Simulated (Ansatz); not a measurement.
Isolated molecules relaxed with PBE0-D4/def2-TZVP in Ansatz; ΔE leaves out vibrations. CCSD(T)/CBS adds triple-zeta CCSD(T) − MP2 to the extrapolated MP2 energy (def2 sets, frozen cores). DFT in def2-TZVPP. Elements past krypton have def2 core potentials. For In outer-core shells are correlated without core-valence functions, which leaves a few kJ/mol of doubt a bond. Each species was taken in one conformer, which may not be the lowest.

Reaction (formal exchange of groups at the In–C bond): `C[CH2][InH][F]` + `C=CCC=O` → `C=[CH][InH][F]` + `CCCC=O`

(1) Is it downhill or uphill in electronic energy at CCSD(T)/CBS, and by how much? (Estimate.)

(2) What do these levels give: r2SCAN-D4, PBE, PBE0, HF/def2-QZVPP, MP2/CBS(def2), CCSD/CBS(def2)? (Best estimate.)

Largest T1 diagnostic among the species: 0.015.

Results:

(1) Ansatz gave: Downhill: ΔE = -0.09 eV.

(2) Ansatz gave: r2SCAN-D4 -0.08, PBE -0.03, PBE0 -0.06, HF/def2-QZVPP -0.13, MP2/CBS(def2) -0.08, CCSD/CBS(def2) -0.09 eV.

From PBE to PBE0 (25 % exact exchange), in def2-TZVPP and without D4, ΔE moves by −0.03 eV.
